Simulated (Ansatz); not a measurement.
A geometry relaxed with Ansatz (an electronic-structure program) with PBE0-D3(BJ)/def2-SVP, charge 0, multiplicity 1:

```xyz
22

B     -1.2616     2.1081     0.1145
C      0.4101     0.5282    -1.2914
H     -1.1693    -1.7066    -1.8717
C     -1.5523    -0.3044    -0.2182
H     -1.6202     2.4916     1.2065
H     -2.0029    -0.5712     0.7489
H     -0.8350    -2.4024    -0.2768
C      1.2389    -0.8817     0.4527
S      3.0559    -0.7596     0.5298
H     -0.0717     0.0369     1.9925
C      0.4805     0.3163     1.0826
C     -0.7723    -1.4780    -0.8712
H      1.0430    -1.8224     0.9904
H      1.3025    -1.5088    -1.6686
H      3.1629     0.4302    -0.1009
C     -0.4514     0.7962    -0.0450
C      0.6621    -0.9488    -0.9739
H     -1.6324     2.7147    -0.8666
H      1.1902     1.1060     1.3713
H     -0.1337     0.6840    -2.2359
H      1.3277     1.1377    -1.3183
H     -2.3709     0.0341    -0.8749
```

Task: Write the SMILES of this molecule.

Result: `B[C@@]12CC[C@@H](C1)[C@@H](S)C2`
